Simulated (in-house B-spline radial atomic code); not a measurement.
**Ionising Se²⁺ with different functionals**

Computed with a radial B-spline atomic code at the basis-set limit: non-relativistic Hamiltonian, point nucleus, spin-polarised at highest spin, spherical fractional occupations for the functionals, and exact exchange of hybrids averaged over the configuration. The ionisation energy is the difference of two self-consistent energies, [Ar] 3d10 4s2 4p2 → [Ar] 3d10 4s2 4p1, without Breit or QED terms; ε is the level of the shell that loses the electron (its least bound occupied spin orbital). There is no spin-orbit coupling in this Hamiltonian.

```json
{"method": "PBE0", "rung": "global hybrid", "ΔSCF (eV)": "31.65", "-ε(4p) (eV)": "27.80"}
{"method": "B3LYP", "rung": "global hybrid", "ΔSCF (eV)": "31.62", "-ε(4p) (eV)": "27.42"}
{"method": "TPSSh", "rung": "global hybrid", "ΔSCF (eV)": "31.70", "-ε(4p) (eV)": "27.04"}
{"method": "M06-2X", "rung": "global hybrid", "ΔSCF (eV)": "31.62", "-ε(4p) (eV)": "29.24"}
{"method": "BHandHLYP", "rung": "global hybrid", "ΔSCF (eV)": "31.50", "-ε(4p) (eV)": "28.98"}
{"method": "r2SCAN0", "rung": "global hybrid", "ΔSCF (eV)": "31.88", "-ε(4p) (eV)": "28.08"}
{"method": "B97-1", "rung": "global hybrid", "ΔSCF (eV)": "?", "-ε(4p) (eV)": "?"}
{"method": "HSE06", "rung": "range-separated hybrid", "ΔSCF (eV)": "31.62", "-ε(4p) (eV)": "27.35"}
{"method": "wB97X", "rung": "range-separated hybrid", "ΔSCF (eV)": "31.38", "-ε(4p) (eV)": "30.12"}
{"method": "CAM-B3LYP", "rung": "range-separated hybrid", "ΔSCF (eV)": "?", "-ε(4p) (eV)": "?"}
{"method": "LC-wPBE", "rung": "range-separated hybrid", "ΔSCF (eV)": "31.75", "-ε(4p) (eV)": "30.81"}
```

What does CAM-B3LYP give?

ΔSCF 31.64 eV, and -ε(4p) = 29.16 eV.

What does B97-1 give?

ΔSCF 31.49 eV, and -ε(4p) = 27.42 eV.

Among the functionals, which spreads more, the ΔSCF values or the orbital energies?

The orbital energies: ΔSCF values span about 0.50 eV and the orbital energies 3.77 eV; here energy differences depend much less on the functional than eigenvalues do.

How do they compare with the NIST value?

NIST lists 31.70 eV ± 0.019 (measured, ground level to ground level). Errors run from -0.31 to +0.18 eV; TPSSh is closest (+0.00 eV), but part of that can be cancellation, since the calculations leave out relativity, Breit-QED terms, multiplet and fine-structure energies.
